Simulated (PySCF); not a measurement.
# Reading the logs of faulty runs: BCH4NO

These are calculations, not measurements. The program is PySCF 2.14.0, an open-source quantum chemistry code, run on an isolated molecule that a program drew, which may never have been made. The molecule is BCH4NO (charge 0, singlet), drawn as the SMILES string `NCB=O`.

Each row is a Hartree-Fock (HF) and frozen-core CCSD(T) single point in the cc-pVDZ basis, meant for a local HF minimum. Run 1 is clean. Each other run has one planted mistake out of seven kinds, and not every kind appears here: one electron removed, one electron added, multiplicity raised by two, geometry at a saddle point, minimal basis STO-3G, one bond length entered in bohr, all coordinates scaled. The reference is restricted for singlets and unrestricted otherwise, and also for a bond in bohr. Adding or removing an electron swaps singlet and doublet. Electrons count all cores. HOMO and LUMO are orbital energies over both spins, the gradient is its largest component, and the lowest frequency (negative if imaginary) is given only where the gradient is small. Bond lengths are over the 7 bonds as drawn. T1 is the CCSD diagnostic: over 0.02 (restricted) or 0.045 (unrestricted) a single reference is doubtful.

Geometry of the clean run:
```xyz
8
BCH4NO, angstrom
N    -1.4997   -0.5965   -0.6229
C    -0.2333   -0.0967   -0.1033
B    -0.0793   -0.4232    1.4112
O     0.0551   -0.6465    2.5709
H    -1.5563   -0.4244   -1.6118
H    -2.2733   -0.1077   -0.2056
H     0.5867   -0.6078   -0.6143
H    -0.0645    0.9793   -0.2435
```

```
run,electrons,basis functions,<S^2>,HOMO (eV),LUMO (eV),gradient (hartree/bohr),lowest frequency (cm^-1),mean bond (Å),longest bond (Å),T1,HF (hartree),CCSD(T) (hartree),mistake
1,30,76,0.000,-11.38,3.90,1.6e-05,209,1.2007,1.557,0.0151,-194.25480,-194.87048,no fault
2,30,76,0.911,-10.68,0.94,4.7e-02,-,1.3986,2.942,0.0380,-194.11845,-194.71520,one bond length entered in bohr
3,31,76,0.756,3.27,9.64,6.6e-02,-,1.2007,1.557,0.0199,-194.12214,-194.75909,one electron added
4,29,76,0.761,-18.39,-6.95,8.0e-02,-,1.2007,1.557,0.0235,-193.92121,-194.50652,?
```

**Which mistake was planted in run 4, and what did it cost?**

It counts 29 electrons, one fewer than the clean run, at the same geometry and basis. So the mistake is: one electron removed. Subtracting run 1 and multiplying by 627.51 kcal/mol a hartree, the energy moved by 209.3 kcal/mol in HF and 228.4 kcal/mol in CCSD(T).

Cautions from the logs. Run 3: the HOMO is above zero, so the electron isn't bound and the energy depends on the basis.
